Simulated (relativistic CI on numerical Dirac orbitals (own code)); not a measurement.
How well does a small relativistic CI reproduce Zn VI?

Calculated at this level of theory: Dirac-Coulomb-Breit CI, KLI orbitals optimised for each configuration, model QED, valence Slater integrals scaled by 0.85, P86 correlation energy added to each configuration (own radial code, finite nucleus).

CI space (outside the closed core [Ne]): 3s2 3p6 3d7, 3s2 3p6 3d6 4s, 3s2 3p6 3d6 4p, 3s2 3p5 3d8, 3s2 3p6 3d6 4d, 3s2 3p6 3d6 5s, 3s2 3p4 3d9, 3s2 3p6 3d6 5p, 3s2 3p6 3d6 4f, 3s 3p6 3d8, 3s2 3p6 3d5 4s2, 3s2 3p6 3d6 5d, 3s2 3p6 3d6 5f, 3s2 3p6 3d6 5g, 3s2 3p5 3d7 4s, 3p6 3d9. Levels of other configurations are missing.

```tsv
Configuration	Term (tabulated)	J	Measured (cm⁻¹)	Computed	Error	Purity (%)
3s2 3p6 3d7	4F	9/2	0.0	0	0	99
3s2 3p6 3d7	4F	7/2	2132.0	2098	-34	100
3s2 3p6 3d7	4F	5/2	3618.0	3545	-73	99
3s2 3p6 3d7	4F	3/2	4613.0	4505	-108	99
3s2 3p6 3d7	4P †	5/2	23455.0	21702	-1753	98
3s2 3p6 3d7	4P †	3/2	23641.0	21733	-1908	81
3s2 3p6 3d7	4P	1/2	24875.0	23056	-1819	93
3s2 3p6 3d7	2G	9/2	25266.0	23466	-1800	96
3s2 3p6 3d7	2G	7/2	27286.0	25423	-1863	99
3s2 3p6 3d7	2P	3/2	30381.0	27438	-2943	65
3s2 3p6 3d7	2P	1/2	32157.0	29198	-2959	92
3s2 3p6 3d7	2H	11/2	34066.0	32513	-1553	100
3s2 3p6 3d7	2D2	5/2	34770.0	30831	-3939	98
3s2 3p6 3d7	2H	9/2	35975.0	34373	-1602	96
3s2 3p6 3d7	2D2	3/2	37908.0	34155	-3753	81
3s2 3p6 3d7	2F	5/2	55347.0	51715	-3632	99
3s2 3p6 3d7	2F	7/2	56137.0	52499	-3638	99
3s2 3p6 3d7	2D1	3/2	85958.0	77952	-8006	99
3s2 3p6 3d7	2D1	5/2	87036.0	79153	-7883	99
3s2 3p6 3d6 4p	6P°	7/2	380938.0	384375	3437	77
3s2 3p6 3d6 4p	6P°	5/2	383438.0	386810	3372	84
3s2 3p6 3d6 4p	4D°	7/2	383826.0	387680	3854	82
3s2 3p6 3d6 4p	4F°	9/2	384680.0	388636	3956	92
3s2 3p6 3d6 4p	4D°	5/2	384920.0	388752	3832	84
3s2 3p6 3d6 4p	6P°	3/2	385129.0	388428	3299	92
3s2 3p6 3d6 4p	4D°	3/2	385660.0	389506	3846	89
3s2 3p6 3d6 4p	4D°	1/2	385984.0	389960	3976	94
3s2 3p6 3d6 4p	4F°	7/2	386658.0	390578	3920	94
3s2 3p6 3d6 4p	4F°	5/2	387971.0	391869	3898	96
3s2 3p6 3d6 4p	4F°	3/2	388854.0	392737	3883	98
3s2 3p6 3d6 4p	4P°	5/2	390511.0	393939	3428	98
3s2 3p6 3d6 4p	4P°	3/2	391820.0	395237	3417	98
3s2 3p6 3d6 4p	4P°	1/2	392460.0	395892	3432	98
3s2 3p6 3d6 4p	4G°	11/2	406972.0	407612	640	89
3s2 3p6 3d6 4p	4G°	7/2	408185.0	409508	1323	86
3s2 3p6 3d6 4p	4D°	7/2	411723.0	415927	4204	93
3s2 3p6 3d6 4p	4D°	1/2	413629.0	418091	4462	89
3s2 3p6 3d6 4p	4G° †	9/2	415669.0	417860	2191	63
3s2 3p6 3d6 4p	4G° †	7/2	415913.0	417756	1843	57
3s2 3p6 3d6 4p	4G°	11/2	416251.0	418309	2058	88
```

Measured levels from Sugar and Musgrove, J. Phys. Chem. Ref. Data 24, 1803 (1995); pairs were made by configuration, J and term (by order where the table uses no LS term), so strongly mixed levels may be paired wrongly. Some J values or terms of the table were assigned by a fit.

Mean error by configuration (cm⁻¹): 3s2 3p6 3d7 -2850; 3s2 3p6 3d6 4p 3381. Over the excited levels the mean absolute error is 3138 cm⁻¹ (39 of the 48 excited levels that our extract of the source holds in range could be paired, and the others can miss by more), and the median relative error of those above 1,000 cm⁻¹ is 1 %. † marks terms whose computed intervals miss the measured ones by more than a factor of 2.5, or configurations far off the rest, from wrong mixing, a near crossing or a doubtful label or measurement; they are left out of the means.
